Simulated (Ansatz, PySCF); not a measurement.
Reaction 2 R1 → P1 + P2, each structure at its B3LYP-D3(BJ)/def2-TZVP stationary point, reached from a drawn start (curvature not checked).
R1: H4OSi (SMILES O[SiH3]), charge 0, multiplicity 1.
P1: H6OSi2 (SMILES [SiH3]O[SiH3]), charge 0, multiplicity 1.
P2: H2O (SMILES O), charge 0, multiplicity 1.

P less R. No zero-point or thermal terms.

Cores are frozen in the correlated methods.

Codes used: Ansatz (Gaussian basis) for Hartree–Fock, density functionals and correlated methods; PySCF for the D3/D4 terms. No computed number here is a measurement.

```tsv
level	reaction energy (kcal/mol)
SVWN5/def2-TZVPP	-2.97
BLYP/def2-TZVPP	-3.01
revPBE-D4/def2-TZVPP	-4.04
r2SCAN-D4/def2-TZVPP	-4.02
B3LYP-D3(BJ)/def2-TZVPP	-4.85
CAM-B3LYP/def2-TZVPP	-3.95
B2PLYP-D4/def2-TZVPP	(withheld)
MP2/cc-pV(D+d)Z	(withheld)
CCSD/cc-pV(D+d)Z	(withheld)
```

Q: Complete the blanks.

A: 
- B2PLYP-D4/def2-TZVPP, reaction energy (kcal/mol): -4.78
- MP2/cc-pV(D+d)Z, reaction energy (kcal/mol): -3.57
- CCSD/cc-pV(D+d)Z, reaction energy (kcal/mol): -3.97

Ansatz is a first-principles code.
